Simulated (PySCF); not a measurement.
**Atomic charges by several schemes**

C5H12N2OSi2.
Numbering: `[O:1]=[CH:2][NH:3][C@@H:4]1[CH:5]=[CH:6][C@@H:7]1[N:8]([SiH3:9])[SiH3:10]` (hydrogens: H11 on C2; H12 on N3; H13 on C4; H14 on C5; H15 on C6; H16 on C7; H17, H18, H19 on Si9; H20, H21, H22 on Si10)

Structure used (GFN2-xTB), in Å, numbered top down from 1:
```xyz
22
C5H12N2OSi2 angstrom
O      1.8546    1.2600    2.5809
C      1.8370    1.5067    1.4014
N      1.5397    0.6321    0.4219
C      1.0799   -0.6986    0.6941
C      1.4955   -1.7740   -0.2758
C      0.2556   -2.0610   -0.6603
C     -0.3948   -1.0363    0.2320
N     -1.1342    0.0344   -0.3724
Si    -1.0102    0.2533   -2.0892
Si    -2.0152    1.0213    0.7658
H      2.1003    2.5018    0.9956
H      1.4570    0.9507   -0.5304
H      1.2851   -0.9014    1.7482
H      2.4671   -2.1666   -0.5157
H     -0.1731   -2.7856   -1.3271
H     -0.9827   -1.4812    1.0425
H      0.4015    0.3075   -2.5060
H     -1.6607   -0.8601   -2.7844
H     -1.6579    1.5253   -2.3819
H     -1.1016    1.5764    1.7639
H     -2.9981    0.1496    1.4189
H     -2.6552    2.0652   -0.0237
```

Density: PBE0/pcSseg-1 (PySCF); schemes: Mulliken, IAO, Hirshfeld and ESP-fitted. One conformer (not necessarily the lowest) at the GFN2-xTB geometry, without solvent, vibrations or thermal averaging.

Question: Do the Mulliken, IAO, Hirshfeld and ESP-fitted schemes agree on where the charge is lowest?

Answer: The schemes don't all agree: Mulliken N8 (-0.913); IAO N8 (-0.771); Hirshfeld O1 (-0.283); ESP-fitted O1 (-0.510).

Question: At which atom do the 4 schemes differ most?

Answer: At N8: from -0.913 (Mulliken) to -0.263 e (Hirshfeld), 0.650 e apart.

Question: For which atoms does the sign change between the 4 schemes (beyond +0.03 e in one, beyond −0.03 e in another)?

Answer: C4 and C7.

Question: What partial charge does each atom carry?

Answer: In e:

```tsv
atom	environment	Mulliken	IAO	Hirshfeld	ESP-fitted
O1	amide oxygen	-0.435	-0.485	-0.283	-0.510
C2	amide carbonyl carbon	+0.418	+0.308	+0.133	+0.441
N3	amide nitrogen	-0.435	-0.327	-0.100	-0.497
C4	sp3 carbon bound to nitrogen	-0.007	-0.039	+0.014	+0.311
C5	alkene CH carbon	-0.011	-0.145	-0.035	-0.326
C6	alkene CH carbon	-0.111	-0.169	-0.042	-0.167
C7	sp3 carbon bound to nitrogen	+0.086	-0.019	+0.013	-0.066
N8	nitrogen bridging silicon atoms	-0.913	-0.771	-0.263	-0.327
Si9	SiH3 silicon	+0.622	+0.727	+0.332	+0.414
Si10	SiH3 silicon	+0.616	+0.736	+0.344	+0.394
H11	formyl hydrogen	+0.067	+0.101	+0.045	+0.031
H12	amide N–H hydrogen	+0.204	+0.272	+0.122	+0.295
H13	methine hydrogen	+0.144	+0.168	+0.045	+0.084
H14	vinylic hydrogen	+0.081	+0.155	+0.057	+0.195
H15	vinylic hydrogen	+0.093	+0.156	+0.056	+0.171
H16	methine hydrogen	+0.140	+0.132	+0.039	+0.099
H17	Si–H hydrogen	-0.112	-0.152	-0.089	-0.101
H18	Si–H hydrogen	-0.090	-0.139	-0.081	-0.093
H19	Si–H hydrogen	-0.087	-0.120	-0.074	-0.094
H20	Si–H hydrogen	-0.069	-0.130	-0.079	-0.075
H21	Si–H hydrogen	-0.096	-0.138	-0.081	-0.096
H22	Si–H hydrogen	-0.103	-0.121	-0.074	-0.083
```

Mean size of the charges over all atoms: IAO 0.250 e, Mulliken 0.225 e, ESP-fitted 0.221 e, Hirshfeld 0.109 e. Each set sums to the total charge, 0, to within 0.001 e. The IAO scheme projects the occupied orbitals on a minimal set of polarised atomic orbitals and counts the electrons in each atom's part of it.

Question: How closely do the schemes follow one another over all atoms?

Answer: Correlation coefficient and root-mean-square difference: IAO with Hirshfeld 0.98, 0.192 e; Mulliken with IAO 0.97, 0.077 e; Mulliken with Hirshfeld 0.93, 0.195 e; IAO with ESP-fitted 0.86, 0.171 e; Hirshfeld with ESP-fitted 0.85, 0.162 e; Mulliken with ESP-fitted 0.83, 0.179 e.

Question: How many electrons does the ESP-fitted scheme count on N8?

Answer: Z − q = 7 − (-0.327) = 7.327.

Question: Sum the charges by element, for elements with more than one atom.

Answer: 
| element | atoms | Mulliken | IAO | Hirshfeld | ESP-fitted |
| --- | --- | --- | --- | --- | --- |
| C | 5 | +0.374 | -0.064 | +0.084 | +0.192 |
| N | 2 | -1.348 | -1.098 | -0.363 | -0.824 |
| Si | 2 | +1.238 | +1.463 | +0.676 | +0.807 |
| H | 12 | +0.171 | +0.184 | -0.113 | +0.334 |
